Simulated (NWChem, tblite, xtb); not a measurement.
**A ladder of methods for CH3BrSi (SMILES C[Si]Br)**

CH3BrSi: 6 atoms, total charge 0, spin state singlet. SMILES: `C[Si]Br`. Geometry: relaxed at PBE0-D4/def2-TZVP.

Quantity: the dipole moment, in D. The values are calculated.

| level | kind | program | value (D) | CPU time |
| --- | --- | --- | --- | --- |
| GFN2-xTB | semi-empirical | tblite | 4.53 | under 2 s |
| GFN1-xTB | semi-empirical | tblite | 2.39 | under 2 s |
| IPEA1-xTB | semi-empirical | tblite | 2.19 | under 2 s |
| GFN0-xTB | semi-empirical | xtb | 2.28 | under 2 s |
| HF/STO-3G | Hartree–Fock | NWChem | 2.70 | 3.1 s |
| HF/3-21G | Hartree–Fock | NWChem | 2.75 | 3 s |
| r2SCAN/6-311G** | meta-GGA | NWChem | 2.02 | 25 s |
| B3LYP/6-31G* (spherical functions) | global hybrid | NWChem | 2.16 | 23 s |
| B3LYP/6-31G* (Cartesian functions) | global hybrid | NWChem | 2.15 | 23 s |

All-electron rows without a relativistic Hamiltonian named are non-relativistic. The values span 2.02 to 4.53 D. Magnitudes only. Sets without polarisation functions give poor dipoles. CPU times are rough (shared hosts, several kinds of processor and program).
